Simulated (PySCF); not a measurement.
# Electron correlation in Bi⁺ (bismuth, charge +1)

[Xe] 4f14 5d10 6s2 6p1 7s1, high-spin 3P determinant (an excited configuration). All numbers are calculated (PySCF 2.14, the spin-free X2C one-electron Hamiltonian (Gaussian nucleus), in aug-cc-pVTZ-DK3 (9s8p6d3f, 84 functions)). Frozen: [Xe] 4f14 5d10; 4 electrons correlated.

| level | correlation energy (mhartree) |
| --- | --- |
| CCSD | -47.13 |
| (T) | -1.08 |
| CCSD(T) | -48.21 |

Diagnostics: T1 = 0.012, D1 = 0.0305, largest double amplitude 0.068.

Spin-orbit coupling, absent here, splits the open shell strongly. The outer electron is Rydberg-like, and this basis confines it to a smaller radius and binds it less than a complete one would.

Cost of the coupled-cluster step: of the order of 2.9 core-seconds, for 4 correlated electrons.
